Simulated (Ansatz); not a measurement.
Reaction (redistribution): `[NH2][Zn][AlH][Cl]` + disiloxane → `[NH2][Zn][O][SiH3]` + `[SiH3][AlH][Cl]`

Computed with Ansatz on PBE0-D4/def2-TZVP structures; ΔE is electronic, products minus reactants. CCSD(T)/CBS is the MP2 limit (def2-TZVPP, def2-QZVPP) plus CCSD(T) − MP2 in def2-TZVPP, frozen cores. Functionals use def2-TZVPP. For Zn outer-core shells are correlated without core-valence functions, which leaves a few kJ/mol of doubt a bond. Scalar relativity is left out up to krypton. Each species was taken in one conformer, which may not be the lowest.

```csv
level,ΔE (kcal/mol)
PBE0-D4,17.0
ωB97M-V,19.9
CCSD(T)/def2-SVP,11.9
SCS-MP2/def2-QZVPP,17.9
```

Question: What does CCSD(T)/CBS give? (An estimate is asked.)

Answer: Ansatz gave: +17.2 kcal/mol. The listed levels differ from it by -0.2, 2.7, -5.3, 0.7 kcal/mol.

Largest T1 diagnostic among the species: 0.015.

At CCSD(T), def2-SVP lies −5.2 kcal/mol from the extrapolated value and def2-TZVPP −0.6 kcal/mol. From r2SCAN to r2SCAN0 (25 % exact exchange), in def2-TZVPP and without D4, ΔE moves by +0.9 kcal/mol.
